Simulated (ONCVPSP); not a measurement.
**Logarithmic derivatives: selenium (Se), ONCV**

* Element: Se
* Generator: ONCVPSP 4.0.1
* Type: optimised norm-conserving Vanderbilt (ONCV)
* Functional: PBEsol
* Relativity: fully relativistic
* Frozen core: [Ar] 3d10
* Valence charge: 6
* Reference configuration: 4s2 4p4
* Partial waves: 4s: rc 1.30 bohr, ncon 3, nbas 6, qcut 4.3 1/bohr, 2 projectors, debl 2 Ha; 4p: rc 1.75 bohr, ncon 3, nbas 7, qcut 5.5 1/bohr, 2 projectors, debl 2.7 Ha
* Local potential: polynomial inside 0.85 bohr (lpopt 3, dvloc0 0 Ha)
* Core correction: Teter function, fcfact 2.25, rcfact 1.2

Open shells are filled in proportion to 2j + 1.

The phase is arctan(r·R′/R) of the radial function R(r), unwrapped; energies in Ha, scanned from -2 to 5 Ha. A pole is an energy at which the radial function vanishes at the test radius. The pseudo phase is shifted by a multiple of π to meet the all-electron one at the reference energy, and phase errors are pseudo minus all-electron; the curves can meet again beyond the range given. Levels narrower than the energy grid can be missing from the lists of poles.

```tsv
channel	radius (bohr)	reference energy (Ha)	poles, all-electron	poles, pseudo	unbroken range about the reference energy with phases within 0.05 rad	phase error 1 Ha above the reference energy (rad)
s	1.32	-0.64	none	0.50	below 0.5	-0.004
p3/2	1.77	-0.23	2.11	2.11	below 4.5	-0.000
p1/2	1.77	-0.25	2.02	2.02	below 4.5	-0.000
```

Note: no bound ghost flagged; GHOST(+) flagged for s at 14.5 eV, p3/2 at 166.5 eV, p1/2 at 171.0 eV.

Phases in the p1/2 channel:

```csv
E (Ha),all-electron,pseudo
-1.98,1.036,1.034
-1.62,0.905,0.903
-1.26,0.678,0.676
-0.90,0.262,0.261
-0.54,-0.352,-0.352
-0.18,-0.854,-0.854
0.18,-1.136,-1.136
0.54,-1.296,-1.296
0.90,-1.396,-1.397
1.26,-1.467,-1.467
1.62,-1.521,-1.522
1.98,-1.566,-1.566
2.34,-1.607,-1.607
2.70,-1.645,-1.645
3.06,-1.686,-1.686
3.42,-1.732,-1.733
3.78,-1.788,-1.793
4.14,-1.865,-1.882
4.50,-1.983,-2.040
4.86,-2.196,-2.433
```
